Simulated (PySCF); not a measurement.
# Telling isomers of C$_{6}$H$_{6}$O apart by NMR

PySCF calculation with σ from GIAO-PBE0/pcSseg-1 and coordinates at the GFN2-xTB level; one computed conformer, one averaged value for each set of equivalent atoms, non-relativistic Hamiltonian, gas phase.

Referencing at the same level of theory: TMS for $^{1}$H (σ = 31.72 ppm) and $^{13}$C (σ = 186.93 ppm). Where no couplings were computed, multiplicities follow the n + 1 count of equivalent neighbours, and m marks all less simple cases (inequivalent or close neighbours, rings, F or P nearby). Shifts are as computed. Against solution values, carbons near 30 ppm lie about +3 ppm off and those near 130 ppm about +5 ppm. Of 1211 compounds with measured shifts, 218 miss one by over three times the rms of a fit or turn the order of signals round; such compounds aren't used in these exercises.

(1) Tabulate the signals of `C=C1C=C1C(C)=O`, `C=C(C)C#CC=O`, `C1=C[C@H]2C=C[C@@H]1O2` and their relative energies.

(2) What is the quickest way to tell C=C(C)C#CC=O from C1=C[C@H]2C=C[C@@H]1O2?

(3) What is the quickest way to tell C=C1C=C1C(C)=O from C1=C[C@H]2C=C[C@@H]1O2?

(4) What is the quickest way to tell C=C1C=C1C(C)=O from C=C(C)C#CC=O?

## Answers

(1) 
| SMILES | carbon types | δC | δH | E rel. (kcal/mol) |
| --- | --- | --- | --- | --- |
| C=C1C=C1C(C)=O | 3×C 1×CH 1×CH2 1×CH3 | 190.9, 154.1, 143.3, 125.0, 70.3, 37.8 | 8.70 (s, 1H), 4.40 (m, 1H), 4.29 (m, 1H), 2.64 (s, 3H) | 14.9 |
| C=C(C)C#CC=O | 3×C 1×CH 1×CH2 1×CH3 | 180.7, 141.5, 134.1, 102.0, 95.3, 26.0 | 9.72 (s, 1H), 6.22 (m, 1H), 6.14 (m, 1H), 2.10 (s, 3H) | 1.7 |
| C1=C[C@H]2C=C[C@@H]1O2 | 6×CH | 156.8, 85.7 | 7.41 (m, 4H), 5.26 (m, 2H) | 0.0 |

Energies are electronic energies at PBE0/pcSseg-1 on these geometries, without zero-point or thermal terms, each for the one conformer computed, which needn't be the lowest.

(2) Count the carbon signals: 6 against 2. The first has a terminal =CH2 carbon at 141.5 ppm, the second an allylic sp3 CH bonded to O at 85.7 ppm. Their most deshielded carbons lie at 180.7 and 156.8 ppm. In the proton spectra the most deshielded non-exchanging signals are 9.72 (s, 1H) and 7.41 (m, 4H).

(3) Count the carbon signals: 6 against 2. The first has a ketone carbonyl carbon (C) at 190.9 ppm, the second an allylic sp3 CH bonded to O at 85.7 ppm. Their most deshielded carbons lie at 190.9 and 156.8 ppm. In the proton spectra the most deshielded non-exchanging signals are 8.70 (s, 1H) and 7.41 (m, 4H).

(4) Both give the same number of carbon signals, with the same numbers of each carbon type, so the positions decide. The first has a terminal =CH2 carbon at 70.3 ppm, the second a terminal =CH2 carbon at 141.5 ppm. Their most deshielded carbons lie at 190.9 and 180.7 ppm. In the proton spectra the most deshielded non-exchanging signals are 8.70 (s, 1H) and 9.72 (s, 1H).
